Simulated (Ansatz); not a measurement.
Ansatz (a program for electronic structure) input file for (1S)-1-bromo-1-chloroethane (C2H4BrCl), SMILES C[C@@H](Cl)Br, PBE/def2-SVPD. The structure is a stationary point at PBE0-D3(BJ)/def2-SVP.

Ansatz 0.2 input:
```yaml
crystal:
  periodic: [false, false, false]
  atoms:
    - {symbol: C, position_ang: [-1.65951610, -1.02537719, 0.28834577]}
    - {symbol: C, position_ang: [-0.21356705, -0.65044084, 0.47908171]}
    - {symbol: Cl, position_ang: [0.84991560, -1.69326910, -0.49049824]}
    - {symbol: Br, position_ang: [0.07812456, 1.22740084, 0.04242936]}
    - {symbol: H, position_ang: [-1.95509745, -0.89811353, -0.76224604]}
    - {symbol: H, position_ang: [-1.80405065, -2.07876220, 0.57208206]}
    - {symbol: H, position_ang: [-2.30001136, -0.39227054, 0.91896475]}
    - {symbol: H, position_ang: [0.11473375, -0.74940045, 1.52007711]}
basis:
  gaussian:
    orbitals: def2-SVPD
hamiltonian:
  xc: {name: PBE}
```

Log of the run:

```
WARN ansatz: RAYON_NUM_THREADS=1 ignored (pool sized by the plan → 1); use --threads N
Functional definition: PBE
integrals: 0.09 GiB planned
1309 factors; their error is unknown
mean field: 0.50 GiB planned
mean field evaluation 1: about -84669.8382 eV, gradient 5.1e1 eV
mean field evaluation 2: about -84655.6460 eV, gradient 8.6e1 eV
mean field evaluation 4: about -84676.1820 eV, gradient 6.7e0 eV
mean field evaluation 8: about -84676.2855 eV, gradient 6.6e-2 eV
mean field evaluation 16: about -84676.2232 eV, gradient 7.7e-5 eV
mean field -84676.22324798 eV, -3111.7938087577 hartree, gradient 7.7e-5 eV, S^2 0.000000; 0 other end points of the search recorded, 0 dependent functions left out
reference -84676.22330047 eV, -3111.7938106865 hartree; 34, 34 occupied and 106, 106 virtual orbitals, 1309 factors
Total energy: -84676.22330047 eV, -3111.7938106865 hartree
```

Self-consistency was reached.

Cost: very roughly 2.3 core-seconds.
